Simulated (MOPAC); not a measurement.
MOPAC input (AM1):

```
AM1 1SCF CHARGE=-1 GEO-OK AUX(PRECISION=9) THREADS=1
HSe

Se   -0.00000000 1   -0.00000000 1   -0.04223725 1
H     0.00000000 1    0.00000000 1    1.43606647 1
```

### Question
What heat of formation does the run end on, and which ionisation energy by Koopmans theorem?

### Answer
-23.87 kcal/mol; 3.02 eV.
